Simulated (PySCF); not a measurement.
PySCF input file for F2GeH4Si, SMILES F[SiH](F)[GeH3], PBE-D3(BJ)/def2-SVP. Geometry: PBE-D3(BJ)/def2-SVP. This is a generated structure with no PubChem entry under its InChIKey; it may be hypothetical.

```python
import numpy as np
from pyscf import gto, scf, dft, df
from pyscf.hessian import thermo

mol = gto.M(
    atom='''
    Si   -1.04858453   -0.38804090    0.00000000
    F    -1.70995185    0.32194675    1.31553376
    F    -1.70995185    0.32194675   -1.31553376
    Ge    1.29617452    0.03388742   -0.00000000
    H    -1.46655853   -1.82765558    0.00000000
    H     1.94739214   -0.58996807   -1.26021248
    H     1.94739214   -0.58996807    1.26021248
    H     1.55350632    1.56072527   -0.00000000
    ''',
    basis='def2-SVP',
    charge=0,
    spin=0,
    max_memory=1600,
    verbose=3,
)
mf = dft.RKS(mol, xc='pbe').density_fit(auxbasis='def2-universal-jkfit')
mf.disp = 'd3bj'
mf.grids.level = 3
mf.conv_tol = 1e-11
mf.max_cycle = 100
mf.kernel()

# [left out here: the lines that compute and print the analytic Hessian (its translational invariance restored by hand, since the grid's response is missing), thermochemistry and intensities]
```

Program output:

```
converged SCF energy = -2567.52513912388

WARN: DFTD3 does not support analytical Hessian, using finite difference


WARN: Mole.unit (angstrom) is changed to Bohr

Mode                                 0                   1                   2
Irrep
Freq [cm^-1]                       80.3168            122.4522            167.1055
Reduced mass [au]                   1.0847              7.6066              6.6179
Force const [Dyne/A]                0.0041              0.0672              0.1089
Char temp [K]                     115.5580            176.1815            240.4276
Normal mode                   x     y     z       x     y     z       x     y     z
       0  Si                 0.00 -0.00 -0.01    0.00 -0.00 -0.07   -0.00 -0.06 -0.00
       1   F                -0.01 -0.04  0.01    0.13  0.02 -0.01    0.12  0.02  0.02
       2   F                 0.01  0.04  0.01   -0.13 -0.02 -0.01    0.12  0.02 -0.02
       3  Ge                 0.00 -0.00 -0.00    0.00 -0.00  0.03   -0.06  0.01  0.00
       4   H                 0.00 -0.00 -0.05    0.00 -0.00 -0.04   -0.16 -0.01 -0.00
       5   H                 0.08 -0.47  0.27    0.16 -0.00  0.12    0.03  0.10 -0.00
       6   H                -0.08  0.47  0.27   -0.16  0.00  0.12    0.03  0.10  0.00
       7   H                -0.00  0.00 -0.56    0.00 -0.00  0.08   -0.25  0.04  0.00
Mode                                 3                   4                   5
Irrep
Freq [cm^-1]                      286.2953            351.1284            446.2717
Reduced mass [au]                   5.3135              4.5615              1.1342
Force const [Dyne/A]                0.2566              0.3314              0.1331
Char temp [K]                     411.9152            505.1956            642.0856
Normal mode                   x     y     z       x     y     z       x     y     z
       0  Si                -0.01 -0.09  0.00   -0.12 -0.01 -0.00   -0.00 -0.00 -0.02
       1   F                -0.03  0.06 -0.10   -0.00 -0.01  0.08    0.03 -0.00 -0.01
       2   F                -0.03  0.06  0.10   -0.00 -0.01 -0.08   -0.03  0.00 -0.01
       3  Ge                 0.02  0.00 -0.00    0.05  0.00  0.00    0.00  0.00  0.03
       4   H                -0.12 -0.06  0.00   -0.31  0.05 -0.00   -0.00  0.00 -0.10
       5   H                 0.12  0.13 -0.01    0.12  0.12 -0.02   -0.56 -0.06 -0.25
       6   H                 0.12  0.13  0.01    0.12  0.12  0.02    0.56  0.06 -0.25
       7   H                -0.26  0.05  0.00   -0.19  0.05  0.00    0.00 -0.00 -0.32
Mode                                 6                   7                   8
Irrep
Freq [cm^-1]                      473.6805            745.1748            789.4393
Reduced mass [au]                   1.5168              1.0719              1.1462
Force const [Dyne/A]                0.2005              0.3507              0.4209
Char temp [K]                     681.5207           1072.1407           1135.8274
Normal mode                   x     y     z       x     y     z       x     y     z
       0  Si                -0.06 -0.07  0.00    0.04 -0.00 -0.00    0.00 -0.00 -0.01
       1   F                 0.03  0.02 -0.01   -0.01 -0.00  0.00   -0.01  0.04  0.03
       2   F                 0.03  0.02  0.01   -0.01 -0.00 -0.00    0.01 -0.04  0.03
       3  Ge                 0.01  0.03 -0.00    0.02  0.01  0.00   -0.00 -0.00 -0.01
       4   H                -0.08 -0.07  0.00   -0.37  0.11 -0.00    0.00 -0.00 -0.91
       5   H                -0.20 -0.30  0.04   -0.47 -0.22 -0.12   -0.00 -0.07  0.03
       6   H                -0.20 -0.30 -0.04   -0.47 -0.22  0.12    0.00  0.07  0.03
       7   H                 0.60 -0.09  0.00   -0.47  0.07  0.00    0.00 -0.00  0.15
Mode                                 9                  10                  11
Irrep
Freq [cm^-1]                      793.5881            842.6157            844.9516
Reduced mass [au]                   1.5812              1.3992              1.0565
Force const [Dyne/A]                0.5867              0.5853              0.4444
Char temp [K]                    1141.7966           1212.3364           1215.6973
Normal mode                   x     y     z       x     y     z       x     y     z
       0  Si                -0.00  0.05  0.00    0.06 -0.03 -0.00   -0.00  0.00 -0.02
       1   F                 0.02 -0.05 -0.07   -0.03  0.02  0.05   -0.01  0.01  0.02
       2   F                 0.02 -0.05  0.07   -0.03  0.02 -0.05    0.01 -0.01  0.02
       3  Ge                -0.01  0.00 -0.00   -0.01  0.01  0.00    0.00 -0.00  0.01
       4   H                -0.68  0.25 -0.00   -0.22  0.05 -0.00    0.00 -0.00 -0.12
       5   H                 0.14  0.02  0.06    0.31 -0.34  0.33    0.22  0.40 -0.10
       6   H                 0.14  0.02 -0.06    0.31 -0.34 -0.33   -0.22 -0.40 -0.10
       7   H                 0.21 -0.03  0.00   -0.12  0.01 -0.00    0.00 -0.00 -0.71
Mode                                12                  13                  14
Irrep
Freq [cm^-1]                      860.3832            929.6282           2081.0110
Reduced mass [au]                   1.7443              7.1460              1.0125
Force const [Dyne/A]                0.7608              3.6386              2.5834
Char temp [K]                    1237.8998           1337.5280           2994.1115
Normal mode                   x     y     z       x     y     z       x     y     z
       0  Si                -0.07  0.05  0.00   -0.00  0.00 -0.13    0.00 -0.00 -0.00
       1   F                 0.04 -0.03 -0.06   -0.04  0.04  0.09   -0.00  0.00  0.00
       2   F                 0.04 -0.03  0.06    0.04 -0.04  0.09   -0.00  0.00 -0.00
       3  Ge                 0.01  0.01 -0.00    0.00  0.00  0.00   -0.01  0.00  0.00
       4   H                 0.35 -0.07 -0.00    0.00 -0.00  0.27    0.00  0.03  0.00
       5   H                 0.07 -0.32  0.19   -0.06 -0.07 -0.00    0.25 -0.25 -0.51
       6   H                 0.07 -0.32 -0.19    0.06  0.07 -0.00    0.25 -0.25  0.51
       7   H                -0.38  0.06 -0.00   -0.00 -0.00  0.09    0.06  0.46  0.00
Mode                                15                  16                  17
Irrep
Freq [cm^-1]                     2096.1887           2100.5658           2186.6105
Reduced mass [au]                   1.0243              1.0242              1.0429
Force const [Dyne/A]                2.6518              2.6625              2.9379
Char temp [K]                    3015.9488           3022.2464           3146.0457
Normal mode                   x     y     z       x     y     z       x     y     z
       0  Si                -0.00 -0.00 -0.00   -0.00 -0.00 -0.00   -0.01 -0.03 -0.00
       1   F                 0.00  0.00  0.00    0.00 -0.00 -0.00   -0.00  0.00  0.00
       2   F                -0.00 -0.00  0.00    0.00 -0.00  0.00   -0.00  0.00 -0.00
       3  Ge                -0.00 -0.00 -0.01   -0.00  0.01 -0.00    0.00 -0.00  0.00
       4   H                 0.00  0.00  0.00    0.02  0.04  0.00    0.27  0.94  0.00
       5   H                -0.30  0.29  0.56    0.14 -0.11 -0.27   -0.02  0.01  0.03
       6   H                 0.30 -0.29  0.56    0.14 -0.11  0.27   -0.02  0.01 -0.03
       7   H                 0.00  0.00 -0.02   -0.15 -0.86 -0.00    0.00  0.02  0.00
temperature 298.1500 [K]
pressure 101325.00 [Pa]
Rotational constants [GHz] 6.04167 1.73736 1.46419
Symmetry number 1
Zero-point energy (ZPE) 0.03690 [Eh]   96882.010 [J/mol]
                           tot       elec      trans        rot        vib
Entropy [J/mol/K]       347.884      0.000    170.619    114.803     62.462
Cv [J/mol/K]             91.933      0.000     12.472     12.472     66.990
Cp [J/mol/K]            100.248      0.000     20.786     12.472     66.990
Internal energy [J/mol]                      3718.434   3718.434 107099.995
Internal energy [Eh]   -2567.48151  -2567.52514
Enthalpy [J/mol]                             6197.391   3718.434 107099.995
Enthalpy [Eh]          -2567.48057
Gibbs free energy [J/mol]                  -44672.520 -30510.133  88476.899
Gibbs free energy [Eh] -2567.52008
mode   freq/cm-1   IR/(km/mol)
   1       80.32         0.020
   2      122.45         1.707
   3      167.11        10.915
   4      286.30        21.593
   5      351.13         3.036
   6      446.27        14.530
   7      473.68        18.698
   8      745.17       294.506
   9      789.44         3.490
  10      793.59        24.497
  11      842.62        33.646
  12      844.95        10.362
  13      860.38       128.904
  14      929.63       149.156
  15     2081.01        45.251
  16     2096.19        92.371
  17     2100.57        77.067
  18     2186.61       144.529
max |gradient| / (hartree/bohr): 0.00021025741089479634
APT charges: [ 1.4933 -0.6012 -0.6012  0.6018 -0.2834 -0.2039 -0.2039 -0.2015]
```

The calculation finished and met its thresholds.
